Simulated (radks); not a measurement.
Question: Coherent X-ray form factor from a spherical all-electron density. All-electron calculation, scalar-relativistic Kohn-Sham, r2SCAN, spin-polarised, spherical densities, finite nucleus; meta-GGA in the generalised Kohn-Sham scheme; Fermi nuclear charge, rms radius of each element as measured or else 0.836 A^(1/3) + 0.57 fm. Program: a radial shooting solver on a logarithmic mesh with Libxc functionals.

sin(theta)/lambda (1/angstrom),f0 (electrons)
0.05,27.724
0.1,26.934
0.15,25.722
0.2,24.217
0.25,22.544
0.3,20.812
0.4,17.472
0.5,14.576
0.6,12.241
0.8,9.117
1,7.425
1.25,6.268
1.5,5.465
2,4.054

The species is in the configuration that NIST lists as its ground one. Which atom or ion scatters so?

Answer: The zinc ion Zn2+, [Ar] 3d10. Extrapolating in s^2 from the first two rows gives f0(0) = 28.0, near the electron count 28; among species with that count, the fall with angle is slower the higher Z, and the table is that of Z = 30; from so few rows the species is fixed only to a neighbour or two.
